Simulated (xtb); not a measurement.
xtb input file for BH₂O₃, SMILES OB(O)[O], multiplicity 2, GFN2-xTB. 

```
$ xtb mol.xyz --gfn 2 --sp --chrg 0 --uhf 1 --json
$ cat mol.xyz
6

O      0.00000000    -0.00000005     1.43729160
B     -0.00000000     0.00000000     0.13493434
O      0.00000000    -1.18695645    -0.57018966
O      0.00000000     1.18695649    -0.57018957
H      0.00000000    -1.10342035    -1.52498536
H      0.00000000     1.10342047    -1.52498528
```

Log of the run:

```
[banner left out]
          |                Calculation Setup                |
           -------------------------------------------------



           -------------------------------------------------
          |                 G F N 2 - x T B                 |
           -------------------------------------------------

        Reference                      10.1021/acs.jctc.8b01176
      * Hamiltonian:
        H0-scaling (s, p, d)           1.850000    2.230000    2.230000
        zeta-weighting                 0.500000
      * Dispersion:
        s8                             2.700000
        a1                             0.520000
        a2                             5.000000
        s9                             5.000000
      * Repulsion:
        kExp                           1.500000    1.000000
        rExp                           1.000000
      * Coulomb:
        alpha                          2.000000
        third order                    shell-resolved
        anisotropic                    true
        a3                             3.000000
        a5                             4.000000
        cn-shift                       1.200000
        cn-exp                         4.000000
        max-rad                        5.000000


          ...................................................
          :                      SETUP                      :
          :.................................................:
          :  # basis functions                  18          :
          :  # atomic orbitals                  18          :
          :  # shells                           10          :
          :  # electrons                        23          :
          :  max. iterations                   250          :
          :  Hamiltonian                  GFN2-xTB          :
          :  restarted?                      false          :
          :  GBSA solvation                  false          :
          :  PC potential                    false          :
          :  electronic temp.          300.0000000     K    :
          :  accuracy                    1.0000000          :
          :  -> integral cutoff          0.2500000E+02      :
          :  -> integral neglect         0.1000000E-07      :
          :  -> SCF convergence          0.1000000E-05 Eh   :
          :  -> wf. convergence          0.1000000E-03 e    :
          :  Broyden damping             0.4000000          :
          :  net charge                          0          :
          :  unpaired electrons                  1          :
          ...................................................

 iter      E             dE          RMSdq      gap      omega  full diag
   1    -14.4476135 -0.144476E+02  0.863E+00   10.00       0.0  T
   2    -14.5170528 -0.694393E-01  0.530E+00    8.17       1.0  T
   3    -14.4833936  0.336592E-01  0.273E+00    9.16       1.0  T
   4    -14.5169873 -0.335937E-01  0.158E+00    8.45       1.0  T
   5    -14.5263088 -0.932151E-02  0.665E-01    8.70       1.0  T
   6    -14.5273003 -0.991422E-03  0.343E-01    8.93       1.0  T
   7    -14.5279729 -0.672600E-03  0.856E-02    8.81       1.0  T
   8    -14.5280081 -0.352530E-04  0.277E-02    8.83       1.5  T
   9    -14.5280112 -0.308769E-05  0.765E-03    8.83       5.3  T
  10    -14.5280113 -0.142482E-06  0.404E-03    8.84      10.1  T
  11    -14.5280115 -0.121518E-06  0.703E-04    8.83      58.1  T
  12    -14.5280115 -0.205998E-08  0.365E-04    8.83     112.0  T

   *** convergence criteria satisfied after 12 iterations ***

         #    Occupation            Energy/Eh            Energy/eV
      -------------------------------------------------------------
         1        2.0000           -0.7266803             -19.7740
       ...           ...                  ...                  ...
         6        2.0000           -0.5685689             -15.4715
         7        2.0000           -0.5554144             -15.1136
         8        2.0000           -0.5201218             -14.1532
         9        2.0000           -0.5024626             -13.6727
        10        2.0000           -0.4946093             -13.4590
        11        1.9999           -0.4815901             -13.1047
        12        1.0001           -0.4632285             -12.6051 (HOMO)
        13                         -0.1385971              -3.7714 (LUMO)
        14                          0.0400190               1.0890
        15                          0.1231517               3.3511
        16                          0.2838111               7.7229
        17                          0.5039394              13.7129
        18                          0.5521767              15.0255
      -------------------------------------------------------------
                  HL-Gap            0.3246315 Eh            8.8337 eV
             Fermi-level           -0.3866611 Eh          -10.5216 eV

 SCC (total)                   0 d,  0 h,  0 min,  0.004 sec
 SCC setup                      ...        0 min,  0.000 sec (  3.163%)
 Dispersion                     ...        0 min,  0.000 sec (  1.501%)
 classical contributions        ...        0 min,  0.000 sec (  0.721%)
 integral evaluation            ...        0 min,  0.000 sec ( 11.580%)
 iterations                     ...        0 min,  0.002 sec ( 56.336%)
 molecular gradient             ...        0 min,  0.001 sec ( 20.346%)
 printout                       ...        0 min,  0.000 sec (  5.940%)

         :::::::::::::::::::::::::::::::::::::::::::::::::::::
         ::                     SUMMARY                     ::
         :::::::::::::::::::::::::::::::::::::::::::::::::::::
         :: total energy             -14.450127313045 Eh    ::
         :: gradient norm              0.000280631990 Eh/a0 ::
         :: HOMO-LUMO gap              8.833672612015 eV    ::
         ::.................................................::
         :: SCC energy               -14.528011306732 Eh    ::
         :: -> isotropic ES            0.094518271483 Eh    ::
         :: -> anisotropic ES         -0.000765470004 Eh    ::
         :: -> anisotropic XC         -0.003994486503 Eh    ::
         :: -> dispersion             -0.001784423381 Eh    ::
         :: repulsion energy           0.077883993687 Eh    ::
         :: add. restraining           0.000000000000 Eh    ::
         :: total charge               0.000000000071 e     ::
         :::::::::::::::::::::::::::::::::::::::::::::::::::::

           -------------------------------------------------
          |                Property Printout                |
           -------------------------------------------------

    * Orbital Energies and Occupations

         #    Occupation            Energy/Eh            Energy/eV
      -------------------------------------------------------------
         1        2.0000           -0.7266803             -19.7740
         2        2.0000           -0.7194571             -19.5774
         3        2.0000           -0.6934427             -18.8695
         4        2.0000           -0.6221324             -16.9291
         5        2.0000           -0.6171803             -16.7943
         6        2.0000           -0.5685689             -15.4715
         7        2.0000           -0.5554144             -15.1136
         8        2.0000           -0.5201218             -14.1532
         9        2.0000           -0.5024626             -13.6727
        10        2.0000           -0.4946093             -13.4590
        11        1.9999           -0.4815901             -13.1047
        12        1.0001           -0.4632285             -12.6051 (HOMO)
        13                         -0.1385971              -3.7714 (LUMO)
Note: The following floating-point exceptions are signalling: IEEE_DENORMAL
normal termination of xtb
        14                          0.0400190               1.0890
        15                          0.1231517               3.3511
        16                          0.2838111               7.7229
        17                          0.5039394              13.7129
        18                          0.5521767              15.0255
      -------------------------------------------------------------
                  HL-Gap            0.3246315 Eh            8.8337 eV
             Fermi-level           -0.3866611 Eh          -10.5216 eV

     #   Z          covCN         q      C6AA      α(0)
     1   8 O        0.789    -0.292    19.672     5.945
     2   5 B        2.362     0.552    19.321     8.312
     3   8 O        1.592    -0.448    21.831     6.306
     4   8 O        1.592    -0.448    21.831     6.306
     5   1 H        0.806     0.318     0.670     1.286
     6   1 H        0.806     0.318     0.670     1.286

 Mol. C6AA /au·bohr⁶  :        386.253856
 Mol. C8AA /au·bohr⁸  :       8923.312700
 Mol. α(0) /au        :         29.439898


Wiberg/Mayer (AO) data.
largest (>0.10) Wiberg bond orders for each atom

 ---------------------------------------------------------------------------
     #   Z sym  total        # sym  WBO       # sym  WBO       # sym  WBO
 ---------------------------------------------------------------------------
     1   8 O    1.718 --     2 B    1.327     3 O    0.185     4 O    0.185
     2   5 B    3.369 --     1 O    1.327     4 O    1.017     3 O    1.017
     3   8 O    2.132 --     2 B    1.017     5 H    0.880     1 O    0.185
     4   8 O    2.132 --     2 B    1.017     6 H    0.880     1 O    0.185
     5   1 H    0.899 --     3 O    0.880
     6   1 H    0.899 --     4 O    0.880
 ---------------------------------------------------------------------------

Topologies differ in total number of bonds
Writing topology from bond orders to xtbtopo.mol

molecular dipole:
                 x           y           z       tot (Debye)
 q only:        0.000       0.000      -1.520
   full:        0.000       0.000      -2.001       5.086
molecular quadrupole (traceless):
                xx          xy          yy          xz          yz          zz
 q only:       -0.187       0.000      -2.799       0.000      -0.000       2.986
  q+dip:        0.493       0.000      -4.223      -0.000      -0.000       3.730
   full:        0.457      -0.000      -3.967      -0.000      -0.000       3.510


           -------------------------------------------------
          | TOTAL ENERGY              -14.450127313045 Eh   |
          | GRADIENT NORM               0.000280631990 Eh/α |
          | HOMO-LUMO GAP               8.833672612015 eV   |
           -------------------------------------------------

------------------------------------------------------------------------
------------------------------------------------------------------------
 total:
 SCF:
```

The run converged.
